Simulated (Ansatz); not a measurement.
`FC([SiH3])[SiH2][SiH3]` + `[OH][GeH3]` → `[OH][GeH2][SiH2][SiH3]` + `FC[SiH3]`  (formal exchange of groups at the Si–C bond)

Gas-phase electronic energies from Ansatz, PBE0-D4/def2-TZVP geometries. CCSD(T)/CBS adds triple-zeta CCSD(T) − MP2 to the extrapolated MP2 energy (def2 sets, frozen cores). DFT in def2-TZVPP. For Ge outer-core shells are correlated without core-valence functions, which leaves a few kJ/mol of doubt a bond. Scalar relativity is left out up to krypton. One conformer a species, not always the lowest.

`FC([SiH3])[SiH2][SiH3]`:

```xyz
14

F    -0.419    0.329   -2.071
C    -1.070    0.204   -0.828
Si   -1.242   -1.636   -0.414
Si   -0.131    1.245    0.458
Si    2.095    0.554    0.678
H    -2.075    0.631   -0.942
H     0.103   -2.247   -0.269
H    -1.991   -2.332   -1.491
H    -1.983   -1.752    0.871
H    -0.181    2.676    0.052
H    -0.850    1.096    1.755
H     2.803    1.478    1.605
H     2.779    0.575   -0.641
H     2.163   -0.822    1.237
```

`[OH][GeH3]`:

Cartesian coordinates in Å:
```
O 0.445 -1.073 0.730
Ge -0.197 0.202 -0.338
H 0.874 -0.719 1.512
H -0.827 -0.564 -1.504
H 0.950 1.113 -0.816
H -1.245 1.041 0.417
```

`[OH][GeH2][SiH2][SiH3]`:

Z-matrix (Å, degrees):
```
Ge
Si 1 2.391
O 1 1.791 2 109.1
H 1 1.546 2 110.9 3 -120.4
H 1 1.536 2 113.9 3 115.1
Si 2 2.337 1 108.5 3 54.9
H 2 1.488 1 109.5 3 -65.3
H 2 1.490 1 109.9 3 175.3
H 3 0.960 1 112.6 2 -61.1
H 6 1.488 2 109.5 1 64.8
H 6 1.487 2 112.2 1 -174.0
H 6 1.489 2 109.3 1 -53.5
```

`FC[SiH3]`:

```xyz
8

F    -0.563   -1.612    0.911
C     0.170   -0.955   -0.072
Si   -0.126    0.915    0.023
H    -0.131   -1.354   -1.046
H     1.229   -1.196    0.074
H     0.682    1.558   -1.048
H     0.302    1.431    1.348
H    -1.564    1.213   -0.190
```

```json
{"level": "PBE-D4", "ΔE (kJ/mol)": "-38.3", "difference from CCSD(T)/CBS": "-5.6"}
{"level": "ωB97X-V", "ΔE (kJ/mol)": "-30.0", "difference from CCSD(T)/CBS": "2.7"}
{"level": "B2PLYP", "ΔE (kJ/mol)": "-34.1", "difference from CCSD(T)/CBS": "-1.4"}
{"level": "PBE0", "ΔE (kJ/mol)": "-40.7", "difference from CCSD(T)/CBS": "-8.0"}
{"level": "HF/def2-TZVPP", "ΔE (kJ/mol)": "-32.9", "difference from CCSD(T)/CBS": "-0.2"}
{"level": "MP2/def2-TZVPP", "ΔE (kJ/mol)": "-30.7", "difference from CCSD(T)/CBS": "2.0"}
{"level": "MP2/def2-QZVPP", "ΔE (kJ/mol)": "-30.7", "difference from CCSD(T)/CBS": "2.0"}
{"level": "SCS-MP2/def2-QZVPP", "ΔE (kJ/mol)": "-29.5", "difference from CCSD(T)/CBS": "3.2"}
{"level": "HF/CBS(def2)", "ΔE (kJ/mol)": "-32.0", "difference from CCSD(T)/CBS": "0.7"}
{"level": "MP2/CBS(def2)", "ΔE (kJ/mol)": "-31.1", "difference from CCSD(T)/CBS": "1.6"}
{"level": "CCSD(T)/CBS", "ΔE (kJ/mol)": "-32.7", "difference from CCSD(T)/CBS": "0"}
```

Largest T1 diagnostic among the species: 0.013.

The D4 term adds +5.3 kJ/mol with B3LYP and +2.9 kJ/mol with PBE0; it sums over pairs of atoms, weighted by their polarisabilities, and B3LYP, whose exchange is more repulsive, gets the larger term.

B3LYP here is the variant with VWN-RPA as its local correlation; programs differ in this.
